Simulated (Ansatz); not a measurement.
Two structures of GeHCl$_{3}$, closed shell, reached by relaxing down either side of one saddle point (PBE0-D4/def2-TZVP). Energies are electronic, without zero-point energy. Computed with Ansatz 0.2.0 (basis: def2-TZVPP and def2-QZVPP); correlated methods freeze the cores. Filled d shells of the heavier atoms are correlated. The def2 sets are not built for correlating such inner shells, so the correlated values are less sure here. Extrapolation: Hartree–Fock as exp(−7.88 √X), correlation as X^−2.97. First:

| atom | x (Å) | y (Å) | z (Å) |
| --- | --- | --- | --- |
| Ge1 | 0.9720 | -0.9593 | -0.3292 |
| Cl2 | 1.5036 | 1.0055 | 0.5611 |
| H3 | -0.9564 | 1.3584 | -0.4454 |
| Cl4 | -0.0132 | -1.8672 | 1.4011 |
| Cl5 | -1.5060 | 0.4626 | -1.1878 |

Second:

Ge1  (0.463, -1.160, -0.639)
Cl2  (1.167, 1.530, 0.438)
H3  (-0.060, 1.713, 0.098)
Cl4  (-0.133, -1.916, 1.327)
Cl5  (-1.436, -0.166, -1.224)
(Å)

Problem. Which bonds change from the first to the second?

Solution. GeCl₂ + HCl → GeCl₂ + HCl; bonds formed: Ge1–Cl5, Cl2–H3; bonds broken: Ge1–Cl2, H3–Cl5.

Problem. Give the saddle point's structure and its height above each. (An estimate is asked for; the value comes from the calculation.)

Solution. The calculation gives: 0.404 eV above the first and 0.404 eV above the second (CCSD(T) at an estimated basis limit (MP2 extrapolated from triple and quadruple zeta, plus CCSD(T) − MP2 in triple zeta)).
```
5
angstrom
Ge 0.6723 -0.9497 -0.4822
Cl 1.0754 1.3086 0.4362
H -0.3060 1.1634 -0.2609
Cl -0.0798 -1.8578 1.3519
Cl -1.3619 0.3355 -1.0451
```

The search had been set up for a 1,1-elimination (forming Cl2–H3, breaking Ge1–Cl2, Ge1–H3); from that guess it ended on this step instead.

T1 diagnostic: at most 0.012.

For scale, one of the runs: CCSD(T)/def2-TZVPP, 188 basis functions (an equivalent command: `ansatz run in.yaml --threads 4`). Time: 39 s of wall clock on 4 CPU threads; the host was shared. Peak host memory: 1.8 GiB.
